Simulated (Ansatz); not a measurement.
Mulliken charges of C3H5IO, SMILES `IC1CCO1` from ωB97M-V/def2-TZVPP in Ansatz (PBE0-D4/def2-TZVP geometry).

```tsv
atom	x (Å)	y (Å)	z (Å)	charge (e)
I1	-1.240	2.194	1.040	-0.118
C2	-0.493	0.747	-0.441	0.006
C3	0.829	0.108	-0.036	-0.230
C4	-0.051	-1.110	0.251	0.002
O5	-1.169	-0.467	-0.400	-0.270
H6	-0.602	1.285	-1.379	0.164
H7	1.370	0.552	0.794	0.131
H8	1.493	-0.029	-0.890	0.104
H9	0.207	-2.048	-0.243	0.105
H10	-0.262	-1.284	1.309	0.107
```

Question: By hand: the dipole of these point charges (1 e Å = 4.8032 D).

Answer: Σ q r = (0.498, -0.228, -0.109) e Å, of length 0.558 e Å = 2.68 D.

Question: How does the dipole of the full density compare? (An estimate is asked.)

Answer: Ansatz gave: (0.523, -0.320, -0.166) e Å, 3.05 D; the point charges give 0.88 times that, at 8° from its direction.

Point charges leave out the atoms' own dipoles, such as those of lone pairs, and Mulliken's split depends on the basis, so the close match here is no proof of good charges.
